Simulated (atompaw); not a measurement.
## Scattering properties, PAW (atompaw) potential for Zn

- Element: Zn (Z = 30)
- Generator: atompaw 4.2.0.5
- Type: PAW
- Functional: LDA (PW92)
- Relativity: scalar-relativistic
- Frozen core: [Ne]
- Valence charge: 20
- Reference configuration: 3s2 3p6 3d10 4s1 4p1
- Partial waves: 3s (bound): rc 0.75 bohr; 4s (bound): rc 1.55 bohr; 3p (bound): rc 0.80 bohr; 4p (bound): rc 1.55 bohr; 3d (bound): rc 1.45 bohr; 3d channel at -0.6 Ry: rc 1.45 bohr
- Local potential: bessel scheme, radius 1.10 bohr
- Core correction: smooth core density matched at 1.05 bohr
- Augmentation charge: sinc compensation charge, radius 1.25 bohr; PAW radius 1.55 bohr; waves and projectors: custom rrkj vanderbiltortho

The phase is arctan(r·u′/u) with u = r·R(r), unwrapped; energies in Ry, scanned from -12 to 5 Ry. A pole is an energy at which the radial function vanishes at the test radius. The pseudo phase is shifted by a multiple of π to meet the all-electron one at the reference energy, and phase errors are pseudo minus all-electron; the curves can meet again beyond the range given. Levels narrower than the energy grid can be missing from the lists of poles.

**Question.** For each channel, where are the poles, and over which energies does the pseudopotential scatter like the atom?

**Answer.**

| channel | radius (bohr) | reference energy (Ry) | poles, all-electron | poles, pseudo | unbroken range about the reference energy with phases within 0.05 rad | phase error 1 Ry above the reference energy (rad) |
| --- | --- | --- | --- | --- | --- | --- |
| s | 1.56 | -0.56 | -9.44 | -9.44 | the whole range | +0.003 |
| p | 1.56 | -0.17 | -5.99 | -5.99 | below 2.4 | -0.002 |
| d | 1.56 | -0.93 | -0.23 | -0.23 | the whole range | +0.000 |

Phases in the s channel:

| E (Ry) | all-electron | pseudo |
| --- | --- | --- |
| -12.00 | 1.341 | 1.343 |
| -11.52 | 1.327 | 1.329 |
| -11.04 | 1.306 | 1.308 |
| -10.56 | 1.263 | 1.266 |
| -10.08 | 1.106 | 1.110 |
| -9.60 | -1.381 | -1.381 |
| -9.12 | -1.681 | -1.680 |
| -8.64 | -1.738 | -1.736 |
| -8.16 | -1.765 | -1.764 |
| -7.68 | -1.785 | -1.783 |
| -7.20 | -1.801 | -1.799 |
| -6.72 | -1.816 | -1.814 |
| -6.24 | -1.831 | -1.829 |
| -5.76 | -1.847 | -1.845 |
| -5.28 | -1.864 | -1.862 |
| -4.80 | -1.883 | -1.881 |
| -4.32 | -1.904 | -1.902 |
| -3.84 | -1.928 | -1.927 |
| -3.36 | -1.957 | -1.956 |
| -2.88 | -1.992 | -1.991 |
| -2.40 | -2.034 | -2.034 |
| -1.92 | -2.088 | -2.087 |
| -1.44 | -2.158 | -2.158 |
| -0.96 | -2.252 | -2.252 |
| -0.48 | -2.382 | -2.382 |
| 0.00 | -2.568 | -2.567 |
| 0.48 | -2.831 | -2.828 |
| 0.96 | -3.173 | -3.164 |
| 1.44 | -3.534 | -3.519 |
| 1.92 | -3.837 | -3.818 |
| 2.40 | -4.058 | -4.037 |
| 2.88 | -4.211 | -4.191 |
| 3.36 | -4.320 | -4.301 |
| 3.84 | -4.401 | -4.381 |
| 4.32 | -4.462 | -4.442 |
| 4.80 | -4.510 | -4.490 |
